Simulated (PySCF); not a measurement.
Species: AlCl2Et, C2H5AlCl2.
Structure used (PBE0-D3(BJ)/def2-SVP), in Å, numbered top down from 1:
```
atom  x, y, z in Å
Al1    0.7015    1.3339    0.5382
Cl2    2.7904    1.4761    0.6902
Cl3   -0.3339    3.1360    0.2438
C4    -0.2296   -0.3692    0.5847
C5    -0.4411   -0.9708   -0.8109
H6    -1.2032   -0.2160    1.0815
H7     0.3404   -1.0662    1.2227
H8    -0.9667   -1.9381   -0.7591
H9    -1.0457   -0.3108   -1.4539
H10    0.5126   -1.1516   -1.3328
```

Computed with TDDFT wB97X-D/def2-SVPD, vertical, gas phase, core orbitals frozen in the response in PySCF.

Transition dipole moments from the ground state, in atomic units and in the frame of the coordinates above (overall signs are arbitrary), for the states with f of 0.002 or more among the lowest 8:

```json
{"state": "S1", "E (eV)": "6.228", "μx": "0.081", "μy": "0.203", "μz": "0.250"}
{"state": "S2", "E (eV)": "6.911", "μx": "-0.471", "μy": "-0.866", "μz": "-0.035"}
{"state": "S4", "E (eV)": "7.402", "μx": "-0.166", "μy": "0.088", "μz": "-0.023"}
{"state": "S5", "E (eV)": "7.572", "μx": "0.406", "μy": "-0.215", "μz": "0.056"}
{"state": "S6", "E (eV)": "7.705", "μx": "-0.413", "μy": "0.226", "μz": "-0.058"}
{"state": "S7", "E (eV)": "7.769", "μx": "0.046", "μy": "0.088", "μz": "0.051"}
{"state": "S8", "E (eV)": "8.011", "μx": "-0.246", "μy": "-0.358", "μz": "0.393"}
```

Problem. What oscillator strength does each state have?

Solution. f = (2/3) ΔE |μ|² with ΔE in hartree (27.2114 eV).

| state | \|μ\|² (au) | \|μ\| (D) | f |
| --- | --- | --- | --- |
| S1 | 0.110 | 0.84 | 0.017 |
| S2 | 0.973 | 2.51 | 0.165 |
| S4 | 0.036 | 0.48 | 0.007 |
| S5 | 0.215 | 1.18 | 0.040 |
| S6 | 0.225 | 1.21 | 0.042 |
| S7 | 0.013 | 0.28 | 0.002 |
| S8 | 0.343 | 1.49 | 0.067 |

Problem. Which bond between heavy atoms lies closest to the direction of the S2 transition dipole?

Solution. Al1–C4, at 3° from it; next Al1–Cl2 at 58°.

Problem. What angle do the transition dipoles of S1 and S8 make?

Solution. |cos θ| = |μa·μb| / (|μa| |μb|) = 0.03, so θ ≈ 88° (taken between 0 and 90°, since the signs are arbitrary).

Problem. How is the summed strength of these states shared among x, y and z?

Solution. (2/3) Σ ΔE μα² gives 0.119 for x, 0.179 for y and 0.042 for z, 0.340 in all.

Problem. What peak molar absorption coefficient would the strongest computed level give as a lone Gaussian band 0.3 eV wide at half height?

Solution. ε(max) = 2.175×10⁸ f / FWHM, with the width in cm⁻¹. S2: 2.175×10⁸ × 0.1647 / 2420 ≈ 15000 L mol⁻¹ cm⁻¹.

The run took 22 s (with the writing of density and orbital grids) on an Arm Neoverse V2 with one thread (shared host), and the process peaked at 0.72 GiB of memory.

One conformer stands for the species.
